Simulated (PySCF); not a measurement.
Se(I)(OH) (HIOSe), SMILES O[Se]I.

Coordinates come from a PBE0-D3(BJ)/def2-TZVP optimisation. The def2 effective core potentials stand for the cores of I; spin–orbit coupling is left out. One conformer was computed; it need not be the lowest.

These are PBE0-D3(BJ)/def2-TZVP (PySCF 2.14.0) values and carry that method's errors.

Frequencies are harmonic and unscaled.

```tsv
mode	ν (cm⁻¹)	IR (km/mol)	moving atoms (share of kinetic energy)
1	172	0.5	O 66 %, I 17 %, Se 9 %
2	258	6.1	Se 64 %, I 30 %
3	445	105.8	H 90 %, O 9 %
4	688	88.5	O 82 %, Se 17 %
5	1120	57.9	H 94 %
6	3825	104.8	H 94 %
```
